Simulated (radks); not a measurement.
Task: Sb III, 49 electrons, occupied as [Kr] 4d10 5s2 5p1. Method: scalar-relativistic Kohn-Sham, exchange-only r2SCAN, spin-polarised, spherical densities, finite nucleus; open shells are filled with parallel spins first (spin-orbit coupling, left out, can overturn this in heavy ions); meta-GGA in the generalised Kohn-Sham scheme; Fermi nuclear charge, rms radius 4.6802 fm; computed with a radial shooting solver on a logarithmic mesh with Libxc functionals. Some entries of the table are withheld. Estimate them.

orbital,occ.,eigenvalue (eV),<r> (bohr)
1s up,1,-30378.92,0.02843
1s down,1,-30378.88,0.02843
2s down,1,-4654.321,0.1226
2s up,1,-4654.319,0.1226
2p up,3,-4177.018,0.1071
2p down,3,-4176.995,0.1071
3s up,1,-933.3971,0.3297
3s down,1,-933.3749,0.3297
3p up,3,-776.5380,0.3282
3p down,3,-776.5080,0.3282
3d up,5,-537.5959,0.3054
3d down,5,-537.5670,0.3054
4s up,1,-170.6879,0.7929
4s down,1,-170.6172,0.7931
4p up,3,-122.3393,0.8534
4p down,3,-122.2758,0.8533
4d up,5,-51.7008,1.026
4d down,5,-51.5526,1.022
5s up,1,-29.3304,2.134
5s down,1,-27.7849,2.104
5p up,1,(1),2.509
5p down,0,(2),2.446

Result: 
(1) 5p up eigenvalue (eV): -19.8182
(2) 5p down eigenvalue (eV): -17.9234
